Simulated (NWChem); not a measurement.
AlH$_{3}$S$_{3}$; SMILES [SH][Al]([SH])[SH]

```xyz
7

Al    -0.0225     0.0255     0.0312
S     -0.7283     2.1021     0.0029
H      0.4908     2.5762    -0.3841
S      2.1407    -0.3843    -0.0241
H      1.9695    -1.6919    -0.3702
S     -1.5668    -1.5367     0.1177
H     -0.6863    -2.5001     0.5122
```
Atoms are numbered in this order, from 1.

All runs use the structure optimised with PBE-D3(BJ)/def2-SVP.

 Unshifted, non-relativistic core excitations; the lowest 4 roots alone, so stronger bands may lie above.

Q: List the first Al K-edge excitations from BHandHLYP/6-311G** (spherical d), restricted-window TDA (NWChem).

A: 
```json
[
 {"state": "S1", "energy (eV)": "1546.2", "dipole oscillator strength": "0.0091", "leading excitation (squared amplitude)": "1s of atom 1 or its equivalents → LUMO+1 (0.54)"},
 {"state": "S2", "energy (eV)": "1546.9", "dipole oscillator strength": "0.0001", "leading excitation (squared amplitude)": "1s of atom 1 or its equivalents → LUMO (0.51)"},
 {"state": "S3", "energy (eV)": "1548.8", "dipole oscillator strength": "0.0035", "leading excitation (squared amplitude)": "1s of atom 1 or its equivalents → LUMO+2 (0.54)"},
 {"state": "S4", "energy (eV)": "1549.2", "dipole oscillator strength": "0.0038", "leading excitation (squared amplitude)": "1s of atom 1 or its equivalents → LUMO+3 (0.59)"}
]
```
